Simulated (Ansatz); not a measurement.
`[OH][W]([F])([F])(=[S])[Cl]` + H–F → `[OH][W]([F])([F])([F])=[S]` + HCl at 700 K and 1 bar (ligand exchange at a W–Cl bond).

Gas-phase electronic energies from Ansatz, PBE0-D4/def2-TZVP geometries. CCSD(T)/CBS is the MP2 limit (def2-TZVPP, def2-QZVPP) plus CCSD(T) − MP2 in def2-TZVPP, frozen cores. This one scheme is used for every species. def2 core potentials past Kr. For W outer-core shells are correlated without core-valence functions, which leaves a few kJ/mol of doubt a bond. One conformer a species, not always the lowest.

```tsv
species	CCSD(T)/CBS energy (Eh)	H − E (kJ/mol)	S (J/(mol·K))
`[OH][W]([F])([F])(=[S])[Cl]`	-1200.06687	134.1	497.7
H–F	-100.39570	45.2	198.5
`[OH][W]([F])([F])([F])=[S]`	-840.10627	134.2	486.0
HCl	-460.38127	38.4	211.8
```

H − E and S are ideal-gas, rigid-rotor, harmonic terms from PBE0-D4/def2-TZVP, for one conformer and one mirror image of each species. 1 Eh = 2625.50 kJ/mol, R = 8.31446 J/(mol·K).

By hand: ΔE, ΔH, ΔS and ΔG.

ΔE = (-840.10627) + (-460.38127) − (-1200.06687) − (-100.39570) = -0.02497 Eh = -65.6 kJ/mol. Δ(H − E) = 134.2 + 38.4 − 134.1 − 45.2 = -6.7, so ΔH = -72.3 kJ/mol. ΔS = 486.0 + 211.8 − 497.7 − 198.5 = 1.6 J/(mol·K). ΔG = -72.3 − 700 × (1.6)/1000 = -73.4 kJ/mol.

By hand: the equilibrium constant, and the temperature at which ΔG would vanish if ΔH and ΔS stayed fixed.

log₁₀ K = −ΔG/(RT ln 10) = 5.5. ΔH and −TΔS have one sign here, so there is no such temperature.

The number of gas molecules stays the same, so ΔS is small and ΔH decides. A doubt of 5 kJ/mol in ΔE shifts log₁₀ K by 0.4 here. Other conformers and mirror images would add mixing entropy, several J/(mol·K) or more a flexible species. These are equilibria of isolated gas molecules and say nothing of rates. Largest T1 diagnostic: 0.022 (customary marks: 0.02 for closed shells, 0.045 for open ones).

ΔS is within the doubt of such terms, so its sign, and with it that verdict, could turn.
